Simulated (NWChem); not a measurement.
C4H4F2; SMILES FC(=C=CC)F

```xyz
10

C      0.4730     2.6519     0.0000
C     -0.5470     1.5576     0.0000
C     -0.2948     0.2702     0.0000
C     -0.0404    -1.0094     0.0000
F      0.1043    -1.7528     1.0785
F      0.1043    -1.7528    -1.0785
H      0.3408     3.2970     0.8841
H      1.4973     2.2567     0.0000
H      0.3408     3.2970    -0.8841
H     -1.6005     1.8778     0.0000
```
Atoms are numbered in this order, from 1.

Results from NWChem. The geometry was optimised at PBE0/def2-SVP.

Among these, which level gives the lowest value of “dipole (D)”?
A) PW6B95/def2-SVP
B) PBE/def2-SVP
C) LDA (Slater exchange, VWN5)/def2-SVP
D) B3LYP/def2-SVP

B, PBE/def2-SVP. Values: PBE/def2-SVP 2.06; LDA (Slater exchange, VWN5)/def2-SVP 2.23; B3LYP/def2-SVP 2.31; PW6B95/def2-SVP 2.40
